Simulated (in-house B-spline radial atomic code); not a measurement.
Results of a calculation; reference values are marked as such.
# Two electrons in InAs: a parabolic dot with ħω = 1.74 meV in all three directions with an ionised donor at its centre

For InAs the NSM archive of the Ioffe Institute lists m* = 0.023 m0 and ε = 15.15. Real donors also feel a central-cell potential, which shifts the ground state. In so narrow a gap the band flattens within tens of meV, so real spacings are smaller, by up to some tenths.

Effective-mass model with parabolic bands, a uniform dielectric constant, no image charges, no central-cell or spin-orbit terms. Two-electron levels come from full CI in B-splines with partial waves to l = 5 (up to 0.001 effective hartree above the limit).

Task: What are the effective units, and what is the potential in them?

Result: Ha* = 27211.386 meV × 0.023/15.15² = 2.727 meV and a* = 0.0529177 nm × 15.15/0.023 = 34.86 nm. The frequency is ω = 0.637 Ha*, with −1/r added.

In these units the lowest s and p orbitals lie at -0.1473 and 0.9525, and their Coulomb and exchange integrals are J_ss = 0.8920, J_sp = 0.6255 and K_sp = 0.1003. Full CI gives 0.5047 for the ground singlet, 1.3087 for the sp triplet, 1.4610 for the sp singlet and 1.7470 for the lowest triplet of two s orbitals.

Task: What does it cost to add the second electron, to first order and exactly?

Result: To first order E = 2ε_s + J_ss = 0.5974, so the charging energy E(2) − 2E(1) is J_ss = 2.432 meV. CI gives 0.5047 − 2 × (-0.1473) = 0.7993, or 2.179 meV: relaxation and correlation lower it by 0.2528 meV, 10.4 % of J_ss. The s² configuration of one-electron orbitals holds 95.8 % of the state, and the mean radius is 40.3 nm.

Task: How far above the singlet do the triplets lie?

Result: To first order the sp triplet lies at ε_s + ε_p + J_sp − K_sp = 1.3305, which is 1.999 meV above 2ε_s + J_ss. CI gives 1.3087 − (0.5047) = 0.8040, or 2.192 meV, 73 % of the orbital spacing of 2.999 meV. The ss triplet lies 3.388 meV up, so the lower of the two is the sp one, and its gap equals k_BT at 25.4 K. The sp singlet-triplet splitting is 0.4153 meV, against 2K_sp = 0.5468 meV.
